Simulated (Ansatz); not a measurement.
Reaction: CH3N (SMILES C=N) → CH2N (SMILES C=[N], doublet) + H (doublet) (the H-N bond breaks)
Each species at its own B3LYP-D3(BJ)/def2-TZVP minimum (Ansatz, a first-principles code).

Quantity: bond dissociation energy (electronic), in kcal/mol. Open shells are spin-unrestricted; no spin-orbit coupling. CBS(X,Y): correlation extrapolated as X^-3, Hartree-Fock from the larger set (Q,5: extrapolated as (X+1)exp(-9√X)). A bracket is a step between two methods taken in the basis named. Functionals run without relativity, which enters their misses. Double hybrids freeze cores in their MP2 part. 'core' is core correlation in cc-pwCVTZ, 'X2C' scalar relativity in cc-pVTZ-DK, both at CCSD(T). Where a partner has so few electrons that a lower coupled-cluster level is exact, that level stands in. The UHF reference of CH2N (C=[N], doublet) is spin-contaminated (<S^2> up to 0.18 over the pure value in the sets run).

CCSD(T)/CBS(cc-pVQZ,cc-pV5Z) + [CCSDT(Q) - CCSD(T)]/cc-pVTZ + [CCSDTQ - CCSDT(Q)]/cc-pVDZ + core + X2C (Ansatz) gives 95.7 kcal/mol.

**Question.** What does PBE/def2-TZVPD (Ansatz) give here, and how do the other levels compare?

**Answer.** PBE gives 92.1 kcal/mol, 3.6 kcal/mol below it. Differences of the others: r2SCAN/def2-TZVPD (Ansatz) -5.6; PBE0/def2-TZVPD (Ansatz) -4.0; wB97M-V/def2-TZVPD (Ansatz) -0.9; B2PLYP/def2-TZVPD (Ansatz) -2.6; CCSD(T)/CBS(cc-pVQZ,cc-pV5Z) + core + X2C (Ansatz) 0.5 kcal/mol.
